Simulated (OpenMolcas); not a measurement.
## Ar4+: effect of the basis set

| Property | Result |
| --- | --- |
| Program | OpenMolcas |
| Method | RASSCF |
| Active space | 4 electrons in 9 orbitals (RAS2 3s 3p; RAS3 3d, at most 2 electrons) |
| State averaging | 2S+1 = 3 even, 6 roots; 2S+1 = 1 even, 12 roots; 2S+1 = 5 odd, 1 root; 2S+1 = 3 odd, 9 roots; 2S+1 = 1 odd, 8 roots |
| Spin-orbit coupling | RASSI with atomic mean-field integrals over the reference wave functions, term energies averaged over their components |

A. ANO-RCC-VTZP [5s4p2d1f], DKH2, point nucleus; cost of the order of 30 core-seconds
B. ANO-R2 [5s4p3d1f], X2C, finite nucleus; cost about 40 core-seconds
C. ANO-RCC-VQZP [6s5p3d2f1g], DKH2, point nucleus; cost of the order of 18 core-seconds
D. ANO-RCC [8s7p5d4f2g], DKH2, point nucleus; cost roughly 40 core-seconds

Energies in cm-1 above 3s2 3p2 3P0, the measured ground level; measured values from Saloman, J. Phys. Chem. Ref. Data 39, 033101 (2010).

```tsv
Level	A	B	C	D	Measured
3s2 3p2 3P0	0.0	0.0	0.0	0.0	0.0
3s2 3p2 3P1	676	679	666	673	763
3s2 3p2 3P2	1842	1848	1815	1835	2029
3s2 3p2 1D2	18651	18579	18666	18714	16299
3s2 3p2 1S0	41291	41118	41380	41469	37912
3s 3p3 5S* 2	81150	81561	80899	81037	
3s 3p3 3D* 1	122642	121319	122444	121385	121629
3s 3p3 3D* 2	122665	121350	122468	121415	121675
3s 3p3 3D* 3	122759	121455	122561	121518	121803
3s 3p3 3P* 2	143994	142491	143864	142798	141763
3s 3p3 3P* 1	144010	142522	143883	142831	141770
3s 3p3 3P* 0	144011	142526	143884	142837	141893
3s 3p3 1D* 2	162565	157262	161840	157509	154211
```

Deviations, from unrounded energies. A percentage is the sum of absolute deviations over the sum of measured energies, with the sign that they share, or ± where signs differ.

```
                        Against measurement  Levels      A      B      C      D
             mean absolute deviation (cm-1)      11   2200   1100   2000   1200
      fine structure of the ground term (%)       2   -9.8   -9.5  -11.1  -10.2
other terms of the ground configuration (%)       2  +10.6  +10.1  +10.8  +11.0
                   other configurations (%)       7   +1.9   ±0.7   +1.7   ±0.8
```

B lies closest to measurement on these levels and A furthest from it. The largest miss of B in the table is 3s2 3p2 1S0, by +3200 cm-1. The ranking rests on the paired levels alone, and a cruder setting can come out closer through cancelling errors.

Among A to D the level of the table that moves most is 3s 3p3 1D* 2, by 5300 cm-1 (lowest in B, highest in A).

Configurations are named by rounded mean occupations; where the s occupation lies near a half they are strongly mixed, a name can repeat and a true partner stay unpaired. Some terms take much of their weight from 3d, a shell meant for correlation, so their names are nominal. Some terms mix strongly with configurations of 3d, whose occupation reaches 0.44 (3s 3p3 1D*) (figures for A; the like holds for B, C, D). Computed and measured levels are paired by configuration, term and J; levels that our copy of the source lacks, or whose pairing is in doubt (as where it misses far off the trend of its configuration), stay unpaired and out of the deviations. Levels of configurations outside the active space are missing. Levels that lie high or do not pair safely by name in every column are left out.

* marks odd parity.
